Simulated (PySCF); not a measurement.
Computed shifts of a molecule C4H6F2, PySCF with PBE/pcSseg-1, GIAO, gas phase, equivalent atoms averaged, in ppm (number of nuclei): ¹³C: 164.0 (1), 84.5 (1), 18.6 (2). ¹⁹F: -119.4 (2). ¹H: 1.91 (6). References: ¹³C against TMS (σ = 182.0 ppm); ¹⁹F against CFCl3 (σ = 133.6 ppm); ¹H against TMS (σ = 31.49 ppm), references at their B3LYP-D3(BJ)/def2-TZVP geometries, non-relativistic. Geometry optimised at PBE0-D3(BJ)/def2-SVP. The values are those of a single conformer.

Problem. Pick the molecule that these values belong to.
(A) CC(C)=C(F)F
(B) C=CCC(F)F
(C) C/C=C/C(F)F
(D) F[C@H]1C[C@@H](F)C1

Solution. A, CC(C)=C(F)F
